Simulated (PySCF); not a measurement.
## Correlation energy of V (vanadium, neutral)

[Ar] 3d3 4s1 4p1, one real determinant (an excited configuration). Computed with PySCF 2.14 in x2c-QZVPPall (11s7p5d3f2g, 96 functions), with the spin-free X2C one-electron Hamiltonian (Gaussian nucleus). Frozen: [Ar]; 5 electrons correlated.

```json
{"level": "CCSD", "correlation energy (mhartree)": "-42.69"}
{"level": "(T)", "correlation energy (mhartree)": "-0.89"}
{"level": "CCSD(T)", "correlation energy (mhartree)": "-43.58"}
```

Diagnostics: T1 = 0.014, D1 = 0.0334, largest double amplitude 0.039.

The real determinant used has ⟨L²⟩ near 14 against 20 for a pure G term, so it mixes terms.

Cost of the coupled-cluster step: of the order of 19 core-seconds, for 5 correlated electrons.

The basis was made for the ground configuration and has no added diffuse functions, which can raise the energy of the promoted electron.

The reference is one real determinant that mixes LS terms of this configuration.
